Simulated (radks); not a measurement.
Values are calculated unless marked as measured or tabulated.
Task: These are the eigenvalues of the occupied orbitals of an atom or ion with whole-number occupations (eV). Code: a radial shooting solver on a logarithmic mesh with Libxc functionals. Model: scalar-relativistic Kohn-Sham, XLYP, spin-polarised, spherical densities, point nucleus.

orbital  eigenvalue
1s up     -31649.83
1s down   -31649.75
2s up     -4864.265
2s down   -4864.229
2p up     -4368.099
2p down   -4368.032
3s up     -977.9938
3s down   -977.9225
3p up     -816.7520
3p down   -816.6710
3d up     -572.9012
3d down   -572.8236
4s up     -176.9623
4s down   -176.7854
4p up     -126.9536
4p down   -126.7697
4d up      -54.1112
4d down    -53.8198
5p up      -15.0199
5p down    -13.6142
6p up       -1.9718

Which element is it, and in what charge state? The configuration may be excited. Open shells, if any, are filled with parallel spins first.

Result: Z = 52, tellurium, charge 0: Te in [Kr] 4d10 5p4 6p2. The list shows which subshells hold electrons but not how many an open one holds; the 1s level, -1163.1 hartree, gives Z - s = 48.2 by -(Z - s)^2/2, which with screening and relativity narrows Z to a few neighbours, and the depths of the outer levels then fix element, charge and occupations together.
